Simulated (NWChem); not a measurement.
System: GeH2S2, singlet; SMILES [SH][Ge][SH]

Input file for NWChem:

```
start job
memory heap 200 mb stack 900 mb global 1100 mb
geometry units angstroms noautoz
  Ge     0.000000     0.000000     0.765336
  S     -1.637868    -0.031721    -0.767260
  H     -2.614642    -0.050444     0.167083
  S      1.637868     0.031721    -0.767260
  H      2.614642     0.050444     0.167083
end
basis spherical
  * library def2-svpd
end
dft
  xc xcamb88 1.00 lyp 0.81 vwn_5 0.19 hfexch 1.00
  cam 0.33 cam_alpha 0.19 cam_beta 0.46
  iterations 150
end
tddft
  cis
  nroots 6
  notriplet
end
task tddft energy
```

Parts of the log:

```
             Northwest Computational Chemistry Package (NWChem) 7.3.0
             --------------------------------------------------------

 C2V symmetry detected

                             Geometry "geometry" -> ""
                             -------------------------

 Output coordinates in angstroms (scale by  1.889725989 to convert to a.u.)

  No.       Tag          Charge          X              Y              Z
 ---- ---------------- ---------- -------------- -------------- --------------
    1 Ge                  32.0000     0.00000000     0.00000000     0.76120573
    2 S                   16.0000    -1.63817515     0.00000000    -0.77139027
    3 H                    1.0000    -2.61512855     0.00000000     0.16295273
    4 S                   16.0000     1.63817515     0.00000000    -0.77139027
    5 H                    1.0000     2.61512855     0.00000000     0.16295273

 Effective nuclear repulsion energy (a.u.)     312.0403081612

      Symmetry information
      --------------------

 Group name             C2v
 Group number             16
 Group order               4
 No. of unique centers     3

                                 NWChem DFT Module
                                 -----------------

 Summary of "ao basis" -> "ao basis" (spherical)
 ------------------------------------------------------------------------------
       Tag                 Description            Shells   Functions and Types
 ---------------- ------------------------------  ------  ---------------------
 Ge                        def2-svpd                14       38   6s4p4d
 S                         def2-svpd                11       27   5s4p2d
 H                         def2-svpd                 4        8   2s2p

      Symmetry analysis of basis
      --------------------------

        a1         43
        a2         14
        b1         33
        b2         18

            General Information
            -------------------
          SCF calculation type: DFT
          Wavefunction type:  closed shell.
          No. of atoms     :     5
          No. of electrons :    66
           Alpha electrons :    33
            Beta electrons :    33
          Charge           :     0
          Spin multiplicity:     1
          Use of symmetry is: off; symmetry adaption is: on
          Maximum number of iterations: 150
          AO basis - number of functions:   108
                     number of shells:    44
          Convergence on energy requested:  1.00D-06
          Convergence on density requested:  1.00D-05
          Convergence on gradient requested:  5.00D-04

              XC Information
              --------------
                     Hartree-Fock (Exact) Exchange  1.000
                   CAM-Becke88 Exchange Functional  1.000
                      VWN V Correlation Functional  0.190 local
              Lee-Yang-Parr Correlation Functional  0.810

           Range-Separation Parameters
           ---------------------------
           Alpha           :  0.19
           Beta            :  0.46
           Gamma           :  0.33
           Short-Range HF  :     F

             Grid Information
             ----------------
          Grid used for XC integration:  medium
          Radial quadrature: Mura-Knowles
          Angular quadrature: Lebedev.
          Tag              B.-S. Rad. Rad. Pts. Rad. Cut. Ang. Pts.
          ---              ---------- --------- --------- ---------
          Ge                  1.25      112          11.0       590
          S                   1.00       88          13.0       590
          H                   0.35       45          13.0       434
          Grid pruning is: on
          Number of quadrature shells:   378
          Spatial weights used:  Erf1

      Superposition of Atomic Density Guess
      -------------------------------------

 Sum of atomic energies:       -2870.74558883

      Non-variational initial energy
      ------------------------------

[...]

                                NWChem TDDFT Module
                                -------------------

            General Information
            -------------------
           No. of orbitals :     216
            Alpha orbitals :     108
             Beta orbitals :     108
        Alpha frozen cores :       0
         Beta frozen cores :       0
     Alpha frozen virtuals :       0
      Beta frozen virtuals :       0
         Spin multiplicity :       1
    Number of AO functions :     108
        Use of symmetry is : off
      Symmetry adaption is : on
         Schwarz screening :  0.10D-07

              XC Information
              --------------
              Hartree-Fock (Exact) Exchange   1.00
            CAM-Becke88 Exchange Functional   1.00
               VWN V Correlation Functional   0.19 local
       Lee-Yang-Parr Correlation Functional   0.81
           Alpha           :  0.19
           Beta            :  0.46
           Gamma           :  0.33

             TDDFT Information
             -----------------
          Calculation type : Tamm-Dancoff TDDFT
         Wavefunction type : Restricted singlets
          No. of electrons :      66
           Alpha electrons :      33
            Beta electrons :      33
              No. of roots :       6
          Max subspacesize :    5200
            Max iterations :     100
               Target root :       1
           Target symmetry : none
      Symmetry restriction : off
                 Algorithm : Optimal
        Davidson threshold :  0.10D-03

    6 smallest eigenvalue differences (eV)
--------------------------------------------------------
  No. Spin  Occ  Vir  Irrep   E(Occ)    E(Vir)   E(Diff)
--------------------------------------------------------
    1    1   33   34 b2       -0.312    -0.052     7.069
    2    1   32   34 b1       -0.323    -0.052     7.366
    3    1   31   34 a1       -0.362    -0.052     8.445
    4    1   33   35 b1       -0.312     0.015     8.896
    5    1   33   36 a1       -0.312     0.020     9.022
    6    1   32   35 b2       -0.323     0.015     9.194
--------------------------------------------------------

  Entering Davidson iterations
  Restricted singlet excited states

  Iter   NTrls   NConv    DeltaV     DeltaE      Time
  ----  ------  ------  ---------  ---------  ---------
    1      6       0     0.12E+00   0.10+100       31.9
    2     12       0     0.37E-01   0.21E-01       27.7
    3     18       0     0.18E-01   0.17E-02       25.2
    4     24       0     0.54E-02   0.30E-03       23.5
    5     30       0     0.29E-02   0.72E-04       25.4
    6     36       1     0.14E-02   0.19E-04       22.9
    7     41       2     0.34E-03   0.27E-05       25.1
    8     45       6     0.94E-04   0.12E-06       21.4
  ----  ------  ------  ---------  ---------  ---------
  Convergence criterion met

  Ground state a1      -2874.281139428079 a.u.

  ----------------------------------------------------------------------------
  Root   1 singlet b2             0.141064117 a.u.                3.8386 eV
  ----------------------------------------------------------------------------
     Transition Moments    X  0.00000   Y  0.44710   Z -0.00000
     Dipole Oscillator Strength                    0.0187992805
     Electric Quadrupole                           0.0000001485
     Magnetic Dipole                               0.0000026150
     Total Oscillator Strength                     0.0188020440

     Occ.   27  a1  ---  Virt.   34  b2       0.05991
     Occ.   33  a1  ---  Virt.   34  b2      -0.99107
  ----------------------------------------------------------------------------
  Root   2 singlet b1             0.166036004 a.u.                4.5181 eV
  ----------------------------------------------------------------------------
     Transition Moments    X -0.75589   Y -0.00000   Z  0.00000
     Dipole Oscillator Strength                    0.0632447183
     Electric Quadrupole                           0.0000001388
     Magnetic Dipole                               0.0000000002
     Total Oscillator Strength                     0.0632448573

     Occ.   30  b1  ---  Virt.   36  a1      -0.08367
     Occ.   30  b1  ---  Virt.   37  a1       0.07063
     Occ.   32  a2  ---  Virt.   34  b2       0.95081
     Occ.   32  a2  ---  Virt.   40  b2      -0.05776
     Occ.   33  a1  ---  Virt.   35  b1       0.22408
     Occ.   33  a1  ---  Virt.   38  b1       0.11485
  ----------------------------------------------------------------------------
  Root   3 singlet a1             0.200565168 a.u.                5.4577 eV
  ----------------------------------------------------------------------------
     Transition Moments    X  0.00000   Y  0.00000   Z -0.14051
     Dipole Oscillator Strength                    0.0026398793
     Electric Quadrupole                           0.0000000687
     Magnetic Dipole                               0.0000000000
     Total Oscillator Strength                     0.0026399479

     Occ.   30  b1  ---  Virt.   35  b1       0.13583
     Occ.   30  b1  ---  Virt.   38  b1       0.10436
     Occ.   31  b2  ---  Virt.   34  b2       0.87913
     Occ.   33  a1  ---  Virt.   36  a1      -0.32390
     Occ.   33  a1  ---  Virt.   37  a1       0.25353
     Occ.   33  a1  ---  Virt.   39  a1      -0.07469
     Occ.   33  a1  ---  Virt.   47  a1       0.07710
     Occ.   33  a1  ---  Virt.   50  a1       0.06570
  ----------------------------------------------------------------------------
  Root   4 singlet b2             0.223479819 a.u.                6.0812 eV
  ----------------------------------------------------------------------------
     Transition Moments    X  0.00000   Y -0.50511   Z  0.00000
     Dipole Oscillator Strength                    0.0380121878
     Electric Quadrupole                           0.0000000039
     Magnetic Dipole                               0.0000000005
     Total Oscillator Strength                     0.0380121922

[...]
```

Level: CAM-B3LYP/def2-SVPD, TDA. Low-valent species are run as closed-shell singlets; no triplet was tried in these runs. Coordinates come from a PBE0/def2-SVP optimisation.
